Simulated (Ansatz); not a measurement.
GaH9O3Si3 (`[SiH3][O][Ga]([O][SiH3])[O][SiH3]`) at its PBE0-D4/def2-TZVP geometry, where that method's forces vanish. Total charge 0; spin multiplicity 1.

```xyz
16

Si    1.4047    1.7537   -2.2305
O     1.2666    0.6387   -1.0372
Ga   -0.0004    0.0019    0.0017
O    -1.6418    0.6158   -0.1359
Si   -3.0946    0.3473    0.5735
O     0.3741   -1.2494    1.1782
Si    1.6901   -2.1014    1.6565
H     2.8156    1.7592   -2.6910
H     0.5154    1.4176   -3.3750
H     1.0449    3.1087   -1.7324
H    -3.5264   -1.0631    0.3783
H    -4.0861    1.2552   -0.0555
H    -3.0304    0.6257    2.0337
H     2.7535   -1.1928    2.1639
H     1.2703   -3.0203    2.7439
H     2.2447   -2.8966    0.5278
```

Task: What forces (eV/Å) does PBE-D4/def2-TZVPP give on these atoms in the Gaussian-basis code of Ansatz? (An estimate is asked.)

Result: Computed: 
```
Si1 -0.020  0.266 -0.269
O2   0.354 -0.216  0.116
Ga3  0.000  0.000  0.000
O4   0.020  0.297 -0.310
Si5 -0.311 -0.098  0.194
O6  -0.373 -0.081  0.197
Si7  0.331 -0.170  0.074
H8   0.154 -0.006 -0.044
H9  -0.089 -0.026 -0.133
H10 -0.033  0.154  0.041
H11 -0.061 -0.149 -0.016
H12 -0.100  0.101 -0.073
H13 -0.008  0.030  0.159
H14  0.122  0.086  0.061
H15 -0.053 -0.095  0.116
H16  0.068 -0.094 -0.112
```
